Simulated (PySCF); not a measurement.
PySCF input file for Sb(F)2(TeH) (F2HSbTe), SMILES [F][Sb]([F])[TeH], TDDFT-LC-ωPBE/def2-SVPD. Geometry optimised at B3LYP-D3(BJ)/def2-SVP. The def2 effective core potentials stand for the cores of Sb, Te; spin–orbit coupling is left out.

```python
import numpy as np
from pyscf import gto, scf, dft, tdscf

mol = gto.M(
    atom='''
    Sb   -1.13144627    0.36950668    0.00000001
    F    -1.58544260   -0.89328294    1.40236456
    F    -1.58544260   -0.89328291   -1.40236459
    Te    1.62338791   -0.08356290   -0.00000000
    H     1.82555533    1.57952285    0.00000001
    ''',
    basis='def2-SVPD',
    ecp={'Sb': 'def2-svp', 'Te': 'def2-svp'},
    charge=0,
    spin=0,
    symmetry=True,
    max_memory=1600,
    verbose=4,
)
mf = dft.RKS(mol, xc='lc_wpbe').density_fit(auxbasis='def2-universal-jkfit')
mf.grids.level = 3
mf.conv_tol = 1e-9
mf.max_cycle = 100
mf.kernel()
mf.grids = dft.Grids(mol).set(level=1).build(with_non0tab=True)  # coarser grid for the response kernel
td = tdscf.TDDFT(mf)
td.singlet = True
td.nstates = 10
td.conv_tol = 1e-4
td.kernel(x0=td.get_init_guess(mf, 15))
td.analyze()
tt = tdscf.TDA(mf)
tt.singlet = False
tt.nstates = 4
tt.conv_tol = 1e-4
tt.kernel(x0=tt.get_init_guess(mf, 9))
tt.analyze(verbose=3)
```

It prints:

```
PySCF version 2.14.0

[INPUT] verbose = 4
[INPUT] num. atoms = 5
[INPUT] num. electrons = 66
[INPUT] charge = 0
[INPUT] spin (= nelec alpha-beta = 2S) = 0
[INPUT] symmetry True subgroup None
[INPUT] Mole.unit = angstrom
[INPUT] Symbol           X                Y                Z      unit          X                Y                Z       unit  Magmom
[INPUT]  1 Sb    -1.131446270000   0.369506680000   0.000000010000 AA   -2.138123574961   0.698266426397   0.000000018897 Bohr   0.0
[INPUT]  2 F     -1.585442600000  -0.893282940000   1.402364560000 AA   -2.996052300218  -1.688060108346   2.650084945196 Bohr   0.0
[INPUT]  3 F     -1.585442600000  -0.893282910000  -1.402364590000 AA   -2.996052300218  -1.688060051655  -2.650085001888 Bohr   0.0
[INPUT]  4 Te     1.623387910000  -0.083562900000   0.000000000000 AA    3.067758543830  -0.157910995174   0.000000000000 Bohr   0.0
[INPUT]  5 H      1.825555330000   1.579522850000   0.000000010000 AA    3.449799598940   2.984865593992   0.000000018897 Bohr   0.0

nuclear repulsion = 309.919375549936
point group symmetry = Cs
symmetry origin: [1.23916442e-09 1.23916466e-09 3.87238960e-09]
symmetry axis x: [ 1.00000000e+00  1.57923928e-10 -6.06533385e-10]
symmetry axis y: [-1.57923932e-10  1.00000000e+00 -5.95566227e-09]
symmetry axis z: [6.06533384e-10 5.95566265e-09 1.00000000e+00]
num. orbitals of irrep A' = 75
num. orbitals of irrep A" = 46
number of shells = 47
number of NR pGTOs = 213
number of NR cGTOs = 121
basis = def2-SVPD
ecp = {'Sb': 'def2-svp', 'Te': 'def2-svp'}


[settings echo left out]
init E= -653.91876268637
HOMO (A") = -1.21108649843609  LUMO (A') = -1.07056419000674  gap/eV = 3.82381
cycle= 1 E= -706.44541368724  delta_E= -52.5  |g|= 3.25  |ddm|= 14.4
HOMO (A") = 0.00720007396812505  LUMO (A') = 0.0562757287315916  gap/eV = 1.33542
cycle= 2 E= -707.330470717515  delta_E= -0.885  |g|= 2.29  |ddm|= 11.1
HOMO (A') = -0.332947988486509  LUMO (A') = -0.0305015127497299  gap/eV = 8.22999
cycle= 3 E= -708.366205120929  delta_E= -1.04  |g|= 0.581  |ddm|= 3.31
HOMO (A") = -0.337911443161321  LUMO (A') = -0.0290776927035914  gap/eV = 8.40379
cycle= 4 E= -708.430463619838  delta_E= -0.0643  |g|= 0.228  |ddm|= 0.713
HOMO (A") = -0.337819904610708  LUMO (A') = -0.0137479019241766  gap/eV = 8.81845
cycle= 5 E= -708.440050715251  delta_E= -0.00959  |g|= 0.0621  |ddm|= 0.275
HOMO (A") = -0.350067421173843  LUMO (A') = -0.0105826259999091  gap/eV = 9.23785
cycle= 6 E= -708.441395311254  delta_E= -0.00134  |g|= 0.014  |ddm|= 0.11
HOMO (A") = -0.351519968838847  LUMO (A') = -0.0103208479008892  gap/eV = 9.28450
cycle= 7 E= -708.441640635875  delta_E= -0.000245  |g|= 0.00466  |ddm|= 0.0575
HOMO (A") = -0.351197115690276  LUMO (A') = -0.00978039710384593  gap/eV = 9.29042
cycle= 8 E= -708.441680294295  delta_E= -3.97e-05  |g|= 0.0016  |ddm|= 0.0246
HOMO (A") = -0.351267929947237  LUMO (A') = -0.00974761183602268  gap/eV = 9.29324
cycle= 9 E= -708.441685285821  delta_E= -4.99e-06  |g|= 0.000544  |ddm|= 0.00907
HOMO (A") = -0.351408652530978  LUMO (A') = -0.0097421709355956  gap/eV = 9.29722
cycle= 10 E= -708.441685734059  delta_E= -4.48e-07  |g|= 0.000138  |ddm|= 0.00302
HOMO (A") = -0.351418184477886  LUMO (A') = -0.00975936061751526  gap/eV = 9.29701
cycle= 11 E= -708.441685762554  delta_E= -2.85e-08  |g|= 3.71e-05  |ddm|= 0.000679
HOMO (A") = -0.351414806859506  LUMO (A') = -0.00975851586814613  gap/eV = 9.29694
cycle= 12 E= -708.441685764095  delta_E= -1.54e-09  |g|= 1.63e-05  |ddm|= 0.000138
HOMO (A") = -0.351416500612313  LUMO (A') = -0.00975917995959463  gap/eV = 9.29697
cycle= 13 E= -708.441685764353  delta_E= -2.58e-10  |g|= 6.64e-06  |ddm|= 6.44e-05
HOMO (A") = -0.351415898096569  LUMO (A') = -0.00975910879907005  gap/eV = 9.29695
Extra cycle  E= -708.441685764368  delta_E= -1.48e-11  |g|= 7.04e-06  |ddm|= 1.81e-05
converged SCF energy = -708.441685764368
tot grids = 29128


******** <class 'pyscf.tdscf.rks.TDDFT'> for <class 'pyscf.df.df_jk.DFSymAdaptedRKS'> ********
nstates = 10 singlet
deg_eia_thresh = 1.000e-03
wfnsym = None
conv_tol = 0.0001
eigh lindep = 1e-12
eigh level_shift = 0
eigh max_cycle = 100


Excitation energies (eV)
[3.83041767 4.83910935 4.90366313 5.20503013 5.52145644 5.59519532
 6.1551041  6.63019146 7.30139279 7.57630962]

** Singlet excitation energies and oscillator strengths **
Excited State   1:   A"      3.83042 eV    323.68 nm  f=0.0006
      33 -> 34        0.66461
      33 -> 36        0.12220
      33 -> 37       -0.14938
Excited State   2:   A'      4.83911 eV    256.21 nm  f=0.0129
      32 -> 34       -0.35803
      33 -> 35       -0.59724
Excited State   3:   A"      4.90366 eV    252.84 nm  f=0.0070
      32 -> 35        0.67755
      33 -> 37       -0.14914
Excited State   4:   A"      5.20503 eV    238.20 nm  f=0.0160
      32 -> 35       -0.16934
      33 -> 34       -0.14126
      33 -> 37       -0.61690
      33 -> 38        0.13094
      33 -> 39        0.17948
Excited State   5:   A"      5.52146 eV    224.55 nm  f=0.0021
      33 -> 34       -0.14279
      33 -> 36        0.66075
      33 -> 38        0.10183
      33 -> 44       -0.12597
Excited State   6:  ???      5.59520 eV    221.59 nm  f=0.1184
      32 -> 34        0.32196
      32 -> 36       -0.55258
      32 -> 37       -0.12937
      32 -> 39        0.13489
      33 -> 35       -0.18634
Excited State   7:  ???      6.15510 eV    201.43 nm  f=0.6245
      32 -> 34       -0.42247
      32 -> 36       -0.40041
      32 -> 37        0.22709
      33 -> 35        0.27883
Excited State   8:  ???      6.63019 eV    187.00 nm  f=0.4400
      32 -> 34        0.24405
      32 -> 37        0.57952
      32 -> 38       -0.15222
      32 -> 39       -0.16924
      32 -> 41       -0.10654
Excited State   9:  ???      7.30139 eV    169.81 nm  f=0.1831
      33 -> 37       -0.23092
      33 -> 38       -0.46816
      33 -> 39       -0.25571
      33 -> 41       -0.28462
      33 -> 42        0.23909
Excited State  10:   A"      7.57631 eV    163.65 nm  f=0.0171
      33 -> 36       -0.15722
      33 -> 38        0.42763
      33 -> 39       -0.48375
      33 -> 41       -0.14965
      33 -> 42        0.10907

** Transition electric dipole moments (AU) **
state          X           Y           Z        Dip. S.      Osc.
  1         0.0000      0.0000      0.0824      0.0068      0.0006
  2        -0.3281     -0.0283      0.0000      0.1084      0.0129
  3         0.0000     -0.0000      0.2413      0.0582      0.0070
  4        -0.0000      0.0000     -0.3541      0.1254      0.0160
  5        -0.0000     -0.0000     -0.1232      0.0152      0.0021
  6         0.9162      0.1560     -0.0000      0.8639      0.1184
  7        -1.9956      0.3987      0.0000      4.1415      0.6245
  8         1.6069     -0.3557      0.0000      2.7086      0.4400
  9         0.0000     -0.0000     -1.0118      1.0237      0.1831
 10         0.0000     -0.0000     -0.3039      0.0924      0.0171

WARN: ECP detected. Skipping calculation of transition velocity and magnetic dipole moments, which have not yet been implemented.



******** <class 'pyscf.tdscf.rks.TDA'> for <class 'pyscf.df.df_jk.DFSymAdaptedRKS'> ********
nstates = 4 triplet
deg_eia_thresh = 1.000e-03
wfnsym = None
conv_tol = 0.0001
eigh lindep = 1e-12
eigh level_shift = 0
eigh max_cycle = 100


Excitation energies (eV)
[3.39950638 3.71647048 4.13581283 4.5306489 ]

** Triplet excitation energies and oscillator strengths **
Excited State   1:   A"      3.39951 eV    364.71 nm  f=0.0000
Excited State   2:   A'      3.71647 eV    333.61 nm  f=0.0000
Excited State   3:   A"      4.13581 eV    299.78 nm  f=0.0000
Excited State   4:   A'      4.53065 eV    273.66 nm  f=0.0000
```

Self-consistency was reached.
